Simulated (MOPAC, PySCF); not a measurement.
C4H9B, SMILES `C(/C=C/B)C`, neutral singlet in the gas phase. 

Cartesian coordinates (Å):
SMILES: B/C=C/CC
```xyz
14

B      2.7564    -0.0837    -0.1349
C      1.3608    -0.5264     0.3174
C      0.2692    -0.1547    -0.3689
C     -1.1450    -0.4967    -0.0354
C     -1.9895     0.7598     0.1909
H      2.8539     0.6007    -1.1069
H      3.7406    -0.4025     0.4543
H      1.2082    -1.1490     1.1968
H      0.4042     0.4726    -1.2499
H     -1.1718    -1.1400     0.8454
H     -1.5723    -1.0654    -0.8676
H     -3.0263     0.4979     0.3997
H     -1.9740     1.4026    -0.6904
H     -1.6052     1.3357     1.0330
```
Charge 0, spin multiplicity 1.

All levels are single points at this geometry (M06-2X/def2-TZVP); Pople sets use spherical d functions. Orbital energies aren't observables, and empty levels follow the basis.

| level | HOMO (eV) | LUMO (eV) | gap (eV) | dipole (D) | vertical IE, Delta-SCF (eV) |
|---|---|---|---|---|---|
| M06-2X/def2-TZVP in PySCF | -9.08 | -0.87 | 8.22 | 1.96 | 10.03 |
| B3LYP/3-21G in PySCF | -7.57 | -1.69 | 5.88 | 2.25 | – |
| B3LYP/6-31G* in PySCF | -7.45 | -1.59 | 5.86 | 2.16 | 9.84 |
| SVWN5/6-31G* in PySCF | -6.81 | -2.63 | 4.18 | 2.42 | – |
| HF/3-21G in PySCF | -10.12 | 2.21 | 12.33 | 1.99 | – |
| AM1 in MOPAC | -10.32 | 0.41 | 10.73 | 1.25 | – |
